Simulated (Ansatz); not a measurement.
```xyz
12

B    -0.215   -1.114   -0.032
C    -0.907    0.072    0.604
N    -0.569    0.660    1.737
Ge    0.885    0.126   -1.370
H    -0.891   -1.743   -0.807
H     0.609   -1.684    0.644
H    -1.728    0.581    0.096
H    -0.958    1.539    2.033
H     0.174    0.269    2.295
H     1.712   -0.800   -2.283
H     1.866    1.068   -0.630
H     0.023    1.026   -2.287
```

Charge 0, multiplicity 1. The bonds changed during the relaxation, so this is another structure than the one it started from.

(1) List the CAM-B3LYP/def2-TZVPP orbital energies in eV (Ansatz). (An estimate is asked.)

## Answers

(1) Ansatz gave: Occupied: -10851.33, -1355.59, -1206.54, -1206.53, -1206.53, -393.36, -280.76, -183.59, -170.38, -120.67, -120.66, -120.66, -34.25, -34.24, -34.21, -34.17, -34.17, -28.64, -21.02, -18.11, -17.26, -15.69, -14.10, -12.68, -11.19, -10.73, -10.13, -9.74, -8.04. Lowest empty: -0.19, 1.12, 2.09, 2.34, 2.63, 3.18, 3.23, 3.95.
